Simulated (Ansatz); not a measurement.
The cluster Sn4⁺, relaxed as a quartet with UKS B3LYP-D4/def2-SVP in Ansatz, starting from the B3LYP-D4/def2-SVP geometry of the charge +1 doublet. Force threshold 0.02 eV/Å.

In the def2 sets Sn takes a core potential; there is no spin–orbit coupling. The relaxation made no stability test and no search for a lower SCF solution. At B3LYP-D4/def2-SVP a doublet of charge 1 lies 0.82 eV below the quartet, each at its own geometry. The structure comes from a short search, and lower isomers may exist.

Start:

```csv
atom,x (Å),y (Å),z (Å)
Sn1,0.439,1.225,-0.654
Sn2,-2.310,1.013,0.347
Sn3,2.309,-1.013,-0.348
Sn4,-0.439,-1.225,0.655
```

(1) Estimate the energy that the relaxation releases and the steps that it takes.

(2) Does the start keep its bonding and symmetry?

(3) Predict the relaxed structure.

## Answers

(1) 43.2 kJ/mol, in 16 steps; 49 s on 4 threads of Arm Neoverse V2 on a shared host. The force fell under the threshold at step 5, but the optimiser went on and released 0.003 eV more. No frequencies were taken in this run, so the end may be a saddle point.

(2) By distances, no bond broke or formed, bridged metal pairs apart. The bond that changes most is Sn1–Sn4, from 2.91 to 3.44 Å (atoms count from 1). Metal–metal contacts that move far: Sn1–Sn4 2.91 to 3.44 Å. Point group D2h at the start, C2h at the end, both within 0.05 Å.

(3) 
Cartesian coordinates in Å:
```
Sn 0.4672 1.4683 -0.7651
Sn -2.1630 0.9871 0.3098
Sn 2.1631 -0.9869 -0.3095
Sn -0.4673 -1.4684 0.7648
```
Bond lengths (bridged metal pairs left out): 4 × Sn–Sn 2.88 to 3.02 Å.
